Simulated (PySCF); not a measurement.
# Computed records: BClGeH₂N, ClGeH₂N, Ge₂H₅N₂, GeH₄N₂Si and others

Computed with PySCF 2.14.0. Calculation on a computer-drawn molecule: the log of a Hartree-Fock and frozen-core CCSD(T) single point meant for a local Hartree-Fock minimum, with one planted fault or none, to be diagnosed. Offsets are logged minus clean, where the clean run is the same molecule without the fault. The reference is restricted for singlets and unrestricted otherwise, and also for a bond in bohr or an excited solution. Adding or removing an electron swaps singlet and doublet. The excited solution moves the top pair (singlet) or top alpha electron (doublet) to the lowest empty orbital. Highest occupied and lowest empty are orbital energies over both spins, largest force is the largest gradient component, triples share is (T) over the correlation energy, the T1 limit is 0.02 restricted and 0.045 unrestricted, electrons count all cores, a negative frequency is imaginary (commonest isotopes), and the dipole is about the centre of nuclear charge; on germanium a core potential holds 10 electrons, which the energies leave out, and 3d is frozen in MP2 and coupled-cluster steps.

Common to all runs: meant multiplicity 1; meant basis and core potential on germanium cc-pVDZ-PP ECP10MDF; logged SCF converged yes; possible faults no fault, one electron removed, one electron added, multiplicity raised by two, geometry at a saddle point, SCF held on an excited solution, minimal basis STO-3G, one bond length entered in bohr, all coordinates scaled.

(1) BClGeH₂N

Logged structure:
```xyz
6
BClGeH2N
N     -0.8054    -0.1666     0.4103
Ge     0.7785    -0.4409     0.8649
B      1.1855    -1.5209    -0.8747
Cl     1.2743    -2.3165    -2.2841
H     -1.4202     0.3643     1.0142
H      1.8522    -0.2326     1.8972
```

* meant charge: 1
* meant basis: cc-pV(D+d)Z
* logged electrons: 62
* logged basis functions: 84
* logged spin squared: 0
* logged highest occupied: -10.713 eV
* logged lowest empty: -9.8147 eV
* logged largest force: 0.2688 hartree/bohr
* logged CC converged: no
* logged dipole magnitude: 4.9493 debye
* logged SCF stable within its kind: no
* logged energy HF: -832.49364 hartree
* planted fault: SCF held on an excited solution
* HF energy offset from clean run: 219 kcal/mol

Drawn bonds:
```csv
atom,other atom,order
1,2,2
2,3,1
3,4,1
1,5,1
2,6,1
```

Notes: CCSD not converged.

(2) ClGeH₂N

Logged structure:
```xyz
5
ClGeH2N
N      0.3609     2.5562    -0.0474
Ge     1.6607     1.8189     0.6937
Cl     2.5162    -2.1568     0.8378
H     -0.2782     1.9256    -0.5097
H      2.7474     2.5443     1.4455
```

- meant charge: 0
- meant basis: cc-pV(D+d)Z
- logged electrons: 58
- logged basis functions: 70
- logged spin squared: 1.0708
- logged highest occupied: -9.1609 eV
- logged lowest empty: -0.94551 eV
- logged largest force: 0.040887 hartree/bohr
- logged T1 diagnostic: 0.038861
- logged D1 diagnostic: 0.1672
- logged triples share: 0.032113
- logged CC converged: yes
- logged dipole magnitude: 1.3191 debye
- logged SCF stable within its kind: yes
- logged energy HF: -808.37564 hartree
- logged energy CCSD(T): -808.79427 hartree
- planted fault: one bond length entered in bohr, row 2 of the drawn bonds
- HF energy offset from clean run: 62.59 kcal/mol
- CCSD(T) energy offset from clean run: 80 kcal/mol

Drawn bonds:
```csv
atom,other atom,order
1,2,2
2,3,1
1,4,1
2,5,1
```

(3) Ge₂H₅N₂

Logged structure:
```xyz
9
Ge2H5N2
N     -0.8443     1.3873    -2.0749
Ge    -1.7190     1.2741    -0.6735
N     -1.1457     0.3667     0.9096
Ge     0.3295    -0.4926     1.2230
H      0.0657     0.9630    -2.1518
H     -3.0757     1.8215    -0.3413
H     -1.7999     0.3919     1.6795
H      0.5292    -1.1226     2.5773
H      1.3488    -0.5691     0.1185
```

- meant charge: 1
- meant basis: cc-pVDZ
- logged electrons: 82
- logged basis functions: 99
- logged spin squared: 2.1149
- logged highest occupied: -10.529 eV
- logged lowest empty: -5.2051 eV
- logged largest force: 0.15979 hartree/bohr
- logged T1 diagnostic: 0.027723
- logged D1 diagnostic: 0.1483
- logged triples share: 0.032965
- logged CC converged: yes
- logged dipole magnitude: 0.3429 debye
- logged SCF stable within its kind: yes
- logged energy HF: -698.18183 hartree
- logged energy CCSD(T): -698.71416 hartree
- planted fault: multiplicity raised by two
- HF energy offset from clean run: 42.87 kcal/mol
- CCSD(T) energy offset from clean run: 69.25 kcal/mol

Drawn bonds:
```csv
atom,other atom,order
1,2,2
2,3,1
3,4,1
1,5,1
2,6,1
3,7,1
4,8,1
4,9,1
```

(4) GeH₄N₂Si

Logged structure:
```xyz
8
GeH4N2Si
N     -1.0918     3.2666    -0.6604
Ge    -0.2750     2.0985     0.2198
N     -0.3627     1.6644     1.9991
Si    -1.2961     2.3098     3.3048
H     -1.7373     3.8191    -0.1147
H      0.7341     1.1779    -0.4420
H      0.2532     0.9083     2.2513
H     -2.0229     3.3585     2.4821
```

- meant charge: 0
- meant basis: cc-pV(D+d)Z
- logged electrons: 63
- logged basis functions: 94
- logged spin squared: 1.1414
- logged highest occupied: -12.497 eV
- logged lowest empty: -6.7605 eV
- logged largest force: 0.079473 hartree/bohr
- logged T1 diagnostic: 0.05386
- logged D1 diagnostic: 0.21939
- logged triples share: 0.039617
- logged CC converged: yes
- logged dipole magnitude: 9.9622 debye
- logged SCF stable within its kind: yes
- logged energy HF: -693.18391 hartree
- logged energy CCSD(T): -693.73787 hartree
- planted fault: one electron removed
- HF energy offset from clean run: 183.5 kcal/mol
- CCSD(T) energy offset from clean run: 199.3 kcal/mol

Drawn bonds:
```csv
atom,other atom,order
1,2,2
2,3,1
3,4,1
1,5,1
2,6,1
3,7,1
4,8,1
```

Notes: T1 above single-reference limit.

(5) AlGeH₃NO

Logged structure:
```xyz
7
AlGeH3NO
N      1.2687    -0.1412     3.1922
Ge    -0.0869     0.2859     2.3484
O     -0.2093     0.2978     0.5115
Al    -0.1731     0.2620    -1.0957
H      2.0943    -0.4174     2.6835
H     -1.4446     0.7337     2.7965
H     -0.1473     0.2304    -2.6318
```

* meant charge: 1
* meant basis: cc-pV(D+d)Z
* logged electrons: 63
* logged basis functions: 89
* logged spin squared: 0.7649
* logged highest occupied: -5.3341 eV
* logged lowest empty: 1.1401 eV
* logged largest force: 0.084146 hartree/bohr
* logged T1 diagnostic: 0.035348
* logged D1 diagnostic: 0.17855
* logged triples share: 0.035156
* logged CC converged: yes
* logged dipole magnitude: 1.3303 debye
* logged SCF stable within its kind: yes
* logged energy HF: -666.27087 hartree
* logged energy CCSD(T): -666.8195 hartree
* planted fault: one electron added
* HF energy offset from clean run: -110.4 kcal/mol
* CCSD(T) energy offset from clean run: -118.3 kcal/mol

Drawn bonds:
```csv
atom,other atom,order
1,2,2
2,3,1
3,4,1
1,5,1
2,6,1
4,7,1
```

(6) AlGeH₃NO

Structure as in entry 5.

* meant charge: 1
* meant basis: cc-pV(D+d)Z
* logged electrons: 62
* logged basis functions: 89
* logged spin squared: 0
* logged highest occupied: -13.873 eV
* logged lowest empty: -4.282 eV
* logged largest force: 1.98e-05 hartree/bohr
* logged lowest frequency: 97.492 cm⁻¹
* logged T1 diagnostic: 0.024588
* logged D1 diagnostic: 0.063125
* logged triples share: 0.034353
* logged CC converged: yes
* logged dipole magnitude: 11.628 debye
* logged SCF stable within its kind: yes
* logged energy HF: -666.09493 hartree
* logged energy CCSD(T): -666.63097 hartree
* planted fault: —

Drawn bonds:
```csv
atom,other atom,order
1,2,2
2,3,1
3,4,1
1,5,1
2,6,1
4,7,1
```

Notes: T1 above single-reference limit.

To be estimated
1. Which fault was planted in the run of AlGeH₃NO (entry 6)?

Calculated values
1. no fault

Further results for AlGeH₃NO (entry 6):

* HF energy offset from clean run: 0 kcal/mol
* CCSD(T) energy offset from clean run: 0 kcal/mol
